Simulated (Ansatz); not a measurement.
Input for Ansatz (a first-principles code): U-BLYP/def2-TZVPP on Br3Se (SMILES Br[Se](Br)Br).

Ansatz 0.2 input:
```yaml
crystal:
  periodic: [false, false, false]
  atoms:
    - {symbol: Se, position_ang: [-0.00071902, -0.00181617, -0.40693545]}
    - {symbol: Br, position_ang: [2.37278424, -0.00978959, 0.12890094]}
    - {symbol: Br, position_ang: [-1.17554479, 2.05897399, 0.13192845]}
    - {symbol: Br, position_ang: [-1.19652042, -2.04736823, 0.14610606]}
basis:
  gaussian:
    orbitals: def2-TZVPP
hamiltonian:
  xc: {name: BLYP}
magnetization: {spin_polarized: true, initial_magnetization: 1}
```

Output:

```
WARN ansatz: RAYON_NUM_THREADS=4 ignored (pool sized by the plan → 4); use --threads N
Functional definition: BLYP
integrals: 0.16 GiB planned
1515 factors; their error is unknown
mean field: 1.09 GiB planned
mean field evaluation 1: about -275491.5205 eV, gradient 1.9e1 eV
mean field evaluation 2: about -275484.4182 eV, gradient 4.1e1 eV
mean field evaluation 4: about -275492.7487 eV, gradient 1.4e0 eV
mean field evaluation 8: about -275492.6677 eV, gradient 1.0e-1 eV
mean field evaluation 16: about -275492.6678 eV, gradient 7.9e-5 eV
mean field -275492.66775260 eV, -10124.1688042710 hartree, gradient 1.9e-5 eV, S^2 0.751647; 1 other end points of the search recorded, 0 dependent functions left out
reference -275492.66810650 eV, -10124.1688172767 hartree; 70, 69 occupied and 122, 123 virtual orbitals, 1515 factors
Total energy: -275492.66810650 eV, -10124.1688172767 hartree
```

The calculation finished and met its thresholds.

Cost: about 12 core-seconds (a rough figure).
